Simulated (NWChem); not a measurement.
# CH4F2NTa; SMILES [CH3][Ta](=[NH])([F])[F]

```xyz
9

Ta     0.0632     0.0001    -0.0181
N     -0.1505    -0.0004    -1.7625
H     -0.1972    -0.0011    -2.7740
F      0.8548    -1.6206     0.5433
F      0.8517     1.6224     0.5430
C     -1.9579    -0.0020     0.6960
H     -2.5036    -0.8918     0.3404
H     -2.5060     0.8859     0.3395
H     -1.9655    -0.0014     1.8014
```
Atoms are numbered in this order, from 1.

Computed with NWChem. Geometry: optimised at PBE0/def2-SVP. No frequency run checked for a minimum. def2 effective core potentials on Ta; no spin-orbit coupling.

### Question
Order these by “highest occupied level (eV)”, lowest first: HCTH/407/def2-SVP; B3LYP/def2-SVP; PW6B95/def2-SVP; TPSSh/def2-SVP; PBE/def2-SVP.

### Answer
PW6B95/def2-SVP (-8.21), B3LYP/def2-SVP (-7.80), TPSSh/def2-SVP (-7.29), HCTH/407/def2-SVP (-6.83), PBE/def2-SVP (-6.63)
